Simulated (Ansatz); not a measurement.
Consider the ligand exchange at a B–C bond: `BCCl` + `[AsH3]` → `B[AsH2]` + `CCl`.

Gas-phase electronic energies from Ansatz, PBE0-D4/def2-TZVP geometries. CCSD(T)/CBS adds triple-zeta CCSD(T) − MP2 to the extrapolated MP2 energy (def2 sets, frozen cores). This one scheme is used for every species. DFT in def2-TZVPP. For As outer-core shells are correlated without core-valence functions, which leaves a few kJ/mol of doubt a bond. Scalar relativity is left out up to krypton.

```csv
level,ΔE (kJ/mol)
BHLYP-D4,-17.9
BLYP,-18.7
r2SCAN,-22.1
PBE0,-22.7
```

(1) What does CCSD(T)/CBS give? (An estimate is asked.)

Largest T1 diagnostic among the species: 0.014.

Results:

(1) The calculation gave: -24.2 kJ/mol. The listed levels differ from it by 6.3, 5.5, 2.1, 1.5 kJ/mol.

In def2-TZVPP, CCSD(T) changes the Hartree–Fock value by −6.4 kJ/mol (the triples alone add −1.4 kJ/mol) and MP2 by −8.5 kJ/mol. At CCSD(T), def2-SVP lies +8.4 kJ/mol from the extrapolated value and def2-TZVPP +0.7 kJ/mol. Leaving LDA and LC-ωPBE aside and taking each functional with its dispersion term where it has one, the values, not all of them listed here, spread over 9.2 kJ/mol, from PBE-QIDH to CAM-B3LYP-D4. LDA lies +4.4 kJ/mol from PBE without D4.
